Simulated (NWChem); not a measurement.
Species: SbCl3, triplet; SMILES of the neutral closed-shell parent [Sb]([Cl])([Cl])[Cl]

```xyz
4

Sb     0.5484     0.3234     0.0000
Cl    -0.4001     2.5092     0.0000
Cl     0.3649    -2.6356     0.0000
Cl    -1.6100    -0.8437     0.0000
```
Atoms are numbered in this order, from 1.

Computed with NWChem. Spin-unrestricted. Medium grid unless said otherwise, to which SCAN and Minnesota functionals are sensitive. Coordinates come from a PBE0/def2-SVP, spin-unrestricted optimisation. The spin multiplicity was typed, not searched, and may not be the lowest. No stability test was run on the SCF state. def2 effective core potentials on Sb; no spin-orbit coupling. B3LYP is NWChem's, with the RPA form of VWN correlation. Total energies of different functionals are on different scales.

```json
[
 {"level": "B3LYP/def2-SVP", "energy (Ha)": "-1620.5489", "highest occupied level (eV)": "-6.21", "lowest empty minus highest occupied level, either spin (eV)": "0.97", "dipole (D)": "1.92", "<S²>": "2.00"},
 {"level": "MN15/def2-SVP", "energy (Ha)": "-1619.4820", "highest occupied level (eV)": "-7.14", "lowest empty minus highest occupied level, either spin (eV)": "2.55", "dipole (D)": "2.28", "<S²>": "2.00"},
 {"level": "PBE0/def2-SVP", "energy (Ha)": "-1619.9812", "highest occupied level (eV)": "-6.60", "lowest empty minus highest occupied level, either spin (eV)": "1.47", "dipole (D)": "2.03", "<S²>": "2.01"},
 {"level": "B97-2/def2-SVP", "energy (Ha)": "-1620.7931", "highest occupied level (eV)": "-6.29", "lowest empty minus highest occupied level, either spin (eV)": "1.01", "dipole (D)": "2.03", "<S²>": "2.01"}
]
```
